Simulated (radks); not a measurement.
The numbers below are computed, except where a source is named.
All-electron atom: Dy3+ in [Kr] 4d10 4f9 5s2 5p4 5f2 (not the ground configuration). Code: a radial shooting solver on a logarithmic mesh with Libxc functionals. Model: scalar-relativistic Kohn-Sham, r2SCAN, spin-polarised, spherical densities, finite nucleus; open shells are filled with parallel spins first (spin-orbit coupling, left out, can overturn this in heavy ions); meta-GGA in the generalised Kohn-Sham scheme; Fermi nuclear charge, rms radius 5.2218 fm.

Normalised radial functions P(r) = r R(r), r in bohr:

r	4f down
0.0007616	0.0000
0.001032	0.0000
0.00141	0.0000
0.001911	0.0000
0.002611	0.0000
0.003538	0.0000
0.004834	0.0000
0.006551	0.0000
0.00895	0.0000
0.01213	0.0001
0.01644	0.0002
0.02246	0.0007
0.03044	0.0022
0.04158	0.0063
0.05635	0.0170
0.07698	0.0442
0.1043	0.1032
0.1425	0.2230
0.1932	0.4192
0.2618	0.6848
0.3577	0.9619
0.4847	1.1237
0.6622	1.0858
0.8975	0.8783
1.226	0.5931
1.662	0.3328
2.27	0.1406
3.077	0.0423
4.17	0.0077
5.697	0.0006
7.72	0.0000
10.55	0.0000

4f down: eigenvalue -46.378 eV, 0 radial nodes, <r> = 0.785 bohr, 90 % of the charge inside 1.32 bohr.
